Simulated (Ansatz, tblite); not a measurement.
Removing and adding an electron: `[C-]#[N+]C12CC3C4CC5CC3C(C1)C(C5)C4C2`. Total charge 0; singlet. Geometry: PBE-D4/def2-SVP. Ansatz, gas phase; energy differences of separate SCF runs; the oxidised species was run as a doublet alone; the reduced species was run as a doublet alone.

```tsv
atom	x (Å)	y (Å)	z (Å)
C1	0.615	-3.954	-2.638
N2	0.463	-2.975	-1.985
C3	0.279	-1.798	-1.199
C4	1.335	-0.737	-1.589
C5	1.134	0.527	-0.741
C6	1.288	0.205	0.766
C7	1.089	1.473	1.611
C8	-0.318	2.048	1.366
C9	-0.473	2.390	-0.127
C10	-0.277	1.123	-0.975
C11	-1.325	0.047	-0.596
C12	-1.134	-1.218	-1.443
C13	-1.175	-0.276	0.911
C14	-1.371	0.994	1.756
C15	0.237	-0.869	1.141
C16	0.435	-2.138	0.301
H17	1.237	-0.506	-2.671
H18	2.350	-1.159	-1.433
H19	1.898	1.280	-1.031
H20	2.306	-0.209	0.944
H21	1.224	1.235	2.688
H22	1.862	2.227	1.349
H23	-0.461	2.964	1.978
H24	-1.479	2.821	-0.319
H25	0.269	3.162	-0.423
H26	-0.389	1.372	-2.053
H27	-2.343	0.454	-0.780
H28	-1.891	-1.986	-1.182
H29	-1.252	-0.992	-2.523
H30	-1.937	-1.036	1.195
H31	-1.284	0.746	2.836
H32	-2.394	1.398	1.601
H33	0.351	-1.127	2.216
H34	-0.310	-2.914	0.577
H35	1.442	-2.572	0.473
```

The xTB rows come from tblite. Single mean-field runs in def2-TZVP are fitted with def2-universal-jkfit. HOMO above LUMO, or a gap near zero within one spin, warns that the state may not be the lowest or that an electron is smeared out.

(1) Estimate orbital energies and vertical ionisation energies and electron affinities at: GFN1-xTB; GFN2-xTB; PBE-D4/def2-TZVP; r2SCANh-D4/def2-TZVP; PBE0-D4/def2-TZVP.

Answers

(1) 
```tsv
level	−HOMO (eV)	vertical IE (eV)	−LUMO (eV)	vertical EA (eV)	HOMO–LUMO gap (eV)	IE − EA (eV)	remarks
GFN1-xTB	10.99	13.79	5.87	2.51	5.12	11.27	–
GFN2-xTB	10.98	13.01	5.72	1.22	5.26	11.79	–
PBE-D4/def2-TZVP	6.72	8.87	0.38	-1.11	6.34	9.98	HOMO above zero (-1 doublet), gap within one spin near zero (+1 doublet), gap within one spin near zero (-1 doublet)
r2SCANh-D4/def2-TZVP	7.44	9.28	-0.44	-1.51	7.88	10.78	HOMO above zero (-1 doublet)
PBE0-D4/def2-TZVP	7.99	9.52	-0.42	-1.47	8.41	10.99	HOMO above zero (-1 doublet)
```

   A HOMO above zero means that the electron is unbound at that level or that self-interaction error raises the level; the energy of removing that electron tells which. Raw xTB energy differences between charge states are shifted by several eV; the methods need an empirical correction for them. Sets without diffuse functions give affinities that are too small. A negative affinity means that the extra electron isn't bound; its size then hangs on the basis.
